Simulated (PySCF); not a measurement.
# Variants of one PySCF input: As

Base input, run as `OMP_NUM_THREADS=1 python input.py` with PySCF 2.14:

```python
from pyscf import gto, dft, tdscf

mol = gto.M(
    atom='As 0 0 0',
    basis='sapporo-dkh3-dzp-2012',
    charge=0,
    spin=3,
    verbose=3,
)
mf = dft.UKS(mol, xc='olyp')
mf = mf.sfx2c1e()
mf.kernel()
td = tdscf.TDA(mf)
td.nstates = 6
td.kernel()
td.analyze()
mf.dip_moment()
print('orbital energies (hartree):', [e[max(0, n-3):n+3].round(4) for e, n in zip(mf.mo_energy, mol.nelec)])
```

Base result: E(SCF) = -2261.311403 Eh, ⟨S²⟩ = 3.751, first excitations without spin–orbit coupling 8.83, 8.83, 8.83, 9.74, 9.74 eV. No search for the lowest solution was made.

Hardware: Arm Neoverse N1, 1 thread, shared host. Wall time 8.8 s, peak memory 0.18 GiB.

Each row names what differs from the base; energies in brackets are changes from the base.

| change | result | wall time (s) |
| --- | --- | --- |
| Cartesian functions: off → on | E(SCF) = -2261.317712 Eh (-0.1717 eV), ⟨S²⟩ = 3.751, first excitations without spin–orbit coupling 8.85, 8.85, 8.85, 9.74, 9.74 eV | 10 |
| PCM solvent, dielectric constant: none → 20.5; step after the SCF: tda → analyze | E(SCF) = -2261.311496 Eh (-0.0025 eV), ⟨S²⟩ = 3.751 | 4.3 |
| functional: olyp → b3lyp | E(SCF) = -2260.722310 Eh, ⟨S²⟩ = 3.750, first excitations without spin–orbit coupling 9.23, 9.23, 9.23, 9.83, 9.83 eV | 12 |
| electric field along z (a.u.): none → 0.001 | E(SCF) = -2261.311412 Eh (-0.0002 eV), ⟨S²⟩ = 3.751, first excitations without spin–orbit coupling 8.83, 8.83, 8.83, 9.74, 9.74 eV | 9.2 |
| functional: olyp → pbesol | E(SCF) = -2258.738162 Eh, ⟨S²⟩ = 3.750, first excitations without spin–orbit coupling 9.18, 9.18, 9.18, 9.76, 9.76 eV | 9 |
| functional: olyp → hcth407 | E(SCF) = -2261.818717 Eh, ⟨S²⟩ = 3.753, first excitations without spin–orbit coupling 8.72, 8.72, 8.72, 10.06, 10.06 eV | 9.1 |
| functional: olyp → scan | E(SCF) = -2260.863073 Eh, ⟨S²⟩ = 3.751, first excitations without spin–orbit coupling 9.35, 9.35, 9.35, 10.61, 10.61 eV | 23 |
| PCM solvent, dielectric constant: none → 2.27; step after the SCF: tda → analyze | E(SCF) = -2261.311458 Eh (-0.0015 eV), ⟨S²⟩ = 3.751 | 4.1 |
| step after the SCF: tda → cisd; SCF type: UKS → UHF; functional: olyp → none (Hartree–Fock); frozen orbitals: default → 0 | E(SCF) = -2258.979281 Eh, E(CISD) − E(SCF) = -0.60106 Eh, ⟨S²⟩ = 3.751 | 6.8 |
| spin (2S): 3 → 4 [unsound on purpose] | stops with RuntimeError (Electron number 33 and spin 4 are not consistent) | 1.1 |
| DIIS space: default → 20 | E(SCF) = -2261.311403 Eh (+0.0000 eV), ⟨S²⟩ = 3.751, first excitations without spin–orbit coupling 8.83, 8.83, 8.83, 9.74, 9.74 eV | 8.7 |
| functional: olyp → m06l | E(SCF) = -2260.589092 Eh, ⟨S²⟩ = 3.751, first excitations without spin–orbit coupling 9.56, 9.56, 9.56, 10.49, 10.49 eV | 27 |
| step after the SCF: tda → mp2; SCF type: UKS → UHF; functional: olyp → none (Hartree–Fock); frozen orbitals: default → 9 | E(SCF) = -2258.979281 Eh, E(MP2) − E(SCF) = -0.44569 Eh, ⟨S²⟩ = 3.751 | 2.1 |
| basis set: sapporo-dkh3-dzp-2012 → jorge-dzp; spin-free X2C: on → off | E(SCF) = -2236.377457 Eh, ⟨S²⟩ = 3.750, first excitations without spin–orbit coupling 9.20, 9.20, 9.20, 13.66, 13.66 eV | 7.5 |
| integration grid: default → (50, 194) | E(SCF) = -2261.312244 Eh (-0.0229 eV), ⟨S²⟩ = 3.751, first excitations without spin–orbit coupling 8.83, 8.83, 8.83, 9.74, 9.74 eV | 4.2 |
| functional: olyp → camb3lyp | E(SCF) = -2260.818789 Eh, ⟨S²⟩ = 3.750, first excitations without spin–orbit coupling 9.19, 9.19, 9.19, 10.08, 10.08 eV | 16 |
| integration grid: default → 6 | E(SCF) = -2261.311411 Eh (-0.0002 eV), ⟨S²⟩ = 3.751, first excitations without spin–orbit coupling 8.83, 8.83, 8.83, 9.74, 9.74 eV | 25 |
| density fitting: none → cc-pvdz-jkfit | E(SCF) = -2261.311869 Eh (-0.0127 eV), ⟨S²⟩ = 3.751, first excitations without spin–orbit coupling 8.83, 8.83, 8.83, 9.74, 9.74 eV | 8.6 |
| spin (2S): 3 → 5 [a high spin state] | E(SCF) = -2260.696167 Eh (+16.7414 eV), ⟨S²⟩ = 8.751, first excitations without spin–orbit coupling 0.26, 0.26, 1.88, 3.24, 3.24 eV | 8.6 |
| basis set: sapporo-dkh3-dzp-2012 → crenbl; core potential: off → on; spin-free X2C: on → off | E(SCF) = -114.754018 Eh, ⟨S²⟩ = 3.750, first excitations without spin–orbit coupling 9.61, 9.61, 9.61, 12.11, 12.11 eV | 3.7 |
| integration grid: default → 4 | E(SCF) = -2261.311422 Eh (-0.0005 eV), ⟨S²⟩ = 3.751, first excitations without spin–orbit coupling 8.83, 8.83, 8.83, 9.74, 9.74 eV | 12 |
| functional: olyp → bp86 | E(SCF) = -2260.994654 Eh, ⟨S²⟩ = 3.750, first excitations without spin–orbit coupling 9.22, 9.22, 9.22, 9.71, 9.71 eV | 9.2 |
| SCF type: UKS → RKS [runs as restricted open-shell] | E(SCF) = -2261.310785 Eh (+0.0168 eV), first excitations without spin–orbit coupling 8.88, 8.88, 8.88, 9.74, 9.74 eV | 9.2 |

Problem. Order these changes by how far they move the SCF energy from the base, largest first: (1) Cartesian functions: off → on; (2) SCF type: UKS → RKS; (3) density fitting: none → cc-pvdz-jkfit; (4) integration grid: default → (50, 194).

Solution. (1) -0.1717 eV, (4) -0.0229 eV, (2) +0.0168 eV, (3) -0.0127 eV.
